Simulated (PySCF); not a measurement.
C3H6F2Si, SMILES C/C=C(\F)[SiH2]F.

The structure is a stationary point at B3LYP-D3(BJ)/def2-SVP. The structure was generated by enumeration; whether it is a known compound was not checked. Other conformers were not sampled.

Level of theory: ωB97X/def2-TZVP run with PySCF.

Symmetry labels are those of the subgroup Cs that the program uses (full group Cs).

Question: List the valence orbital energies around the gap with their symmetry. (The exact figures need the calculation; the answer reports its results.)

Answer: 
| orbital | symmetry | energy (eV) |
|---|---|---|
| HOMO−7 | A" | -15.20 |
| HOMO−6 | A' | -14.47 |
| HOMO−5 | A" | -14.38 |
| HOMO−4 | A' | -14.25 |
| HOMO−3 | A' | -13.13 |
| HOMO−2 | A" | -12.38 |
| HOMO−1 | A' | -11.79 |
| HOMO | A" | -9.83 |
| LUMO | A" | 1.90 |
| LUMO+1 | A' | 1.99 |
| LUMO+2 | A' | 3.12 |
| LUMO+3 | A' | 3.66 |
